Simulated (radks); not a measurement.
Values are calculated unless marked as measured or tabulated.
Br2+, 33 electrons, occupied as [Ar] 3d8 4s2 4p3 4d2 (not the ground configuration). Level of theory: scalar-relativistic Kohn-Sham, LDA (Slater exchange, Perdew-Wang correlation), spin-polarised, spherical densities, finite nucleus; open shells are filled with parallel spins first; Fermi nuclear charge, rms radius 4.1629 fm (a radial shooting solver on a logarithmic mesh with Libxc functionals). Some entries of the table are withheld. Estimate them.

orbital,occ.,eigenvalue (Ry),<r> (bohr),r(max) (bohr)
1s up,1,-981.9952,0.04281,0.02795
1s down,1,-981.9662,0.04280,0.02795
2s up,1,-132.2167,0.1898,0.1595
2s down,1,-132.0143,0.1897,0.1594
2p up,3,-117.2956,0.1656,0.1275
2p down,3,-117.1291,0.1655,0.1274
3s up,1,-21.80720,0.5427,0.4804
3s down,1,-21.52105,0.5434,0.4809
3p up,3,-17.07398,0.5505,0.4754
3p down,3,-16.78577,0.5513,0.4761
3d up,5,-9.26103,(1),0.4177
3d down,3,-8.95212,(2),0.4190
4s up,1,-3.97149,1.450,1.292
4s down,1,-3.63334,1.457,1.289
4p up,3,-2.81182,1.634,1.425
4p down,0,-2.48274,1.660,1.427
4d up,2,(3),2.292,1.890
4d down,0,(4),2.525,2.004

Answer. 
(1) 3d up <r> (bohr): 0.5532
(2) 3d down <r> (bohr): 0.5545
(3) 4d up eigenvalue (Ry): -1.24060
(4) 4d down eigenvalue (Ry): -0.98829
